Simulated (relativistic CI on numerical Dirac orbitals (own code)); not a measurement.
**Crystal-field levels of Co5+, 3d4**

Calculated by Dirac-Coulomb-Breit CI, orbitals from a KLI potential per configuration, a model potential for QED, one configuration in a parametric crystal field, unscaled Slater integrals (own radial code). With so little scaling, terms lie 10 to 35 % too far apart, which can change the order of excited levels.

Field parameters in Wybourne normalisation: D3d B²₀ = −7Dσ, B⁴₀ = −14Dq − 21Dτ, B⁴₃ = −14√(10/7) Dq. The field is a parameter set, without covalency.

S is read from ⟨S²⟩ = S(S + 1).

Levels (cm⁻¹, degeneracy): 0 (1), 27 (1), 39 (2), 69 (2), 88 (1), 103 (2), 125 (1), 12556 (1), 12630 (2), 16202 (1), 16213 (1), 16486 (2).

Question: Which field gives this pattern?
A. D3d, 10Dq = 18750, Dσ = 760, Dτ = 300 cm⁻¹
B. D3d, 10Dq = 18750, Dσ = -1200, Dτ = 300 cm⁻¹
C. D3d, 10Dq = 18750, Dσ = 1200, Dτ = 300 cm⁻¹
D. D3d, 10Dq = 18750, Dσ = -550, Dτ = 300 cm⁻¹

Answer: A. D3d, 10Dq = 18750, Dσ = 760, Dτ = 300 cm⁻¹, ground level with S = 2.00.
